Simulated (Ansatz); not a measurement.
Gas-phase electronic energies from Ansatz, PBE0-D4/def2-TZVP geometries. CCSD(T)/CBS adds triple-zeta CCSD(T) − MP2 to the extrapolated MP2 energy (def2 sets, frozen cores). DFT in def2-TZVPP. Each species was taken in one conformer, which may not be the lowest.

`[SiH3]C1(S)CO1` → `COC([SiH3])=S`  (isomerisation)

Problem. Is it downhill or uphill in electronic energy at CCSD(T)/CBS, and by how much? (Best estimate.)

Solution. Ansatz gave: Downhill: ΔE = -0.52 eV.

Problem. What do these levels give: BLYP-D4, PBE0-D4, r2SCAN0-D4, r2SCAN, CCSD(T)/def2-SVP, CCSD/def2-TZVPP? (An estimate is asked.)

Solution. Computed: BLYP-D4 -0.74, PBE0-D4 -0.46, r2SCAN0-D4 -0.48, r2SCAN -0.56, CCSD(T)/def2-SVP -0.59, CCSD/def2-TZVPP -0.48 eV.

Problem. What do rigid-rotor, harmonic-oscillator terms from PBE0-D4/def2-TZVP frequencies (298.15 K, 1 bar) make of the CCSD(T)/CBS value? (Estimate.)

Solution. The calculation gave: ΔZPE = +0.08 eV, ΔH = -0.43 eV, ΔS = 13 J/(mol·K), ΔG = -0.47 eV. Modes under 50 cm⁻¹ make the entropy rough.

Largest T1 diagnostic among the species: 0.017.

From PBE to PBE0 (25 % exact exchange), in def2-TZVPP and without D4, ΔE moves by +0.09 eV. At CCSD(T), def2-SVP lies −0.07 eV from the extrapolated value and def2-TZVPP −0.01 eV.
